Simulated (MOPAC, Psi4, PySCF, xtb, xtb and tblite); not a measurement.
Two geometries of C3H10O3Sn, SMILES C[CH](C)[Sn]([OH])([OH])[OH], relaxed at GFN2-xTB with one dihedral held; other torsions can differ between them too.

Structure A

```
17

C     -1.1965    -1.5814    -0.3450
C     -1.0560    -0.1450     0.0980
C     -1.6090     0.8469    -0.8969
Sn     1.0962     0.2951     0.5186
O      2.3765     0.5146    -0.9994
O      1.8563    -1.1605     1.6327
O      1.4954     1.9489     1.5260
H     -0.7546    -1.7365    -1.3273
H     -0.7239    -2.2592     0.3622
H     -2.2558    -1.8333    -0.4048
H     -1.5122    -0.0014     1.0772
H     -2.6745     0.6579    -1.0327
H     -1.1211     0.7504    -1.8652
H     -1.4877     1.8695    -0.5454
H      2.4998    -0.2612    -1.5438
H      2.5021    -0.8510     2.2665
H      2.0341     2.5616     1.0253
```

Structure B

```
17

C     -1.2244    -1.5752    -0.2965
C     -1.0705    -0.1239     0.0891
C     -1.6191     0.8348    -0.9409
Sn     1.0810     0.3132     0.5081
O      2.4426     0.5282    -0.9437
O      1.7755    -1.1340     1.6637
O      1.4711     1.9643     1.5189
H     -0.7852    -1.7754    -1.2720
H     -0.7567    -2.2266     0.4378
H     -2.2859    -1.8198    -0.3445
H     -1.5239     0.0607     1.0622
H     -2.6896     0.6600    -1.0543
H     -1.1481     0.6883    -1.9117
H     -1.4756     1.8694    -0.6348
H      2.3268     0.0005    -1.7315
H      2.5847    -0.9028     2.1182
H      2.0724     2.5478     1.0560
```

Task: Which is lower in energy at the level M06-2X/def2-TZVP, def2 effective core potentials past Kr // GFN2-xTB (Psi4), and by how much?

Result: A is lower, by 0.38 kcal/mol (dihedral O6–Sn4–O5–H15: 60° in A, 90° in B).

E(B) − E(A) in kcal/mol at the other levels, on the same two geometries: GFN2-xTB (xtb and tblite) 0.69; PBE0/def2-TZVP, def2 effective core potentials past Kr // GFN2-xTB (Psi4) 0.35; PBE0-D3(BJ)/def2-TZVP, def2 effective core potentials past Kr // GFN2-xTB (Psi4) 0.36; PBE/def2-TZVP, def2 effective core potentials past Kr // GFN2-xTB (Psi4) 0.35; PBE-D3(BJ)/def2-TZVP, def2 effective core potentials past Kr // GFN2-xTB (Psi4) 0.36; PM6, restricted, heats of formation // GFN2-xTB (MOPAC) 0.54; AM1, restricted, heats of formation // GFN2-xTB (MOPAC) 0.41; GFN1-xTB // GFN2-xTB (xtb) 0.50; restricted B3LYP/LANL2DZ, with its core potentials past Ne // GFN2-xTB (PySCF) 0.11.
